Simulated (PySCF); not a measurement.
## Two-component Hartree-Fock for Ce⁵⁵⁺ (cerium, charge +55)

Start: [He] 2s1; 2s1/2 filled at m_j = +1/2. Calculated with PySCF 2.14 in an uncontracted even-tempered set (17 s from 36 bohr⁻², ratio 2.4; 12 p from 46 bohr⁻², ratio 2.4; 5 d from 140 bohr⁻², ratio 2.6; 4 f from 210 bohr⁻², ratio 2.6): generalised Hartree-Fock with the X2C-1e Hamiltonian and a Gaussian nucleus; one run each with spin-orbit coupling (SO) switched off, then screened by Boettger's factors.

```csv
spinor shell,electrons,"ε, spin-free (eV)","ε, screened SO (eV)",weight of nominal j (screened SO),"rms radius, screened SO (bohr)"
1s1/2,2,-46595.4,-46595.4,1.000,0.0278
2s1/2,1,-11470.9,-11470.9,1.000,0.107
```

| quantity | spin-free | screened SO |
| --- | --- | --- |
| E (hartree) | -3910.90084 | -3910.90084 |
| M_J | 1/2 | 1/2 |
| ⟨J²⟩ | 0.750 | 0.750 |
| ⟨L²⟩ | 0.000 | 0.000 |
| ⟨S²⟩ | 0.750 | 0.750 |

Each row is a mean over spinors that exchange with the open shell spreads, by up to 44.063 eV (1s1/2).

Breit and QED terms are absent; they matter most for the inner s and p1/2 levels.

Densities and radii are taken from the X2C orbitals without a picture-change correction, which distorts them close to the nucleus.

Without spin-orbit coupling the j labels of p, d and f shells carry no meaning; the spin-free column gives the mean over the occupied spinors of each nl shell.
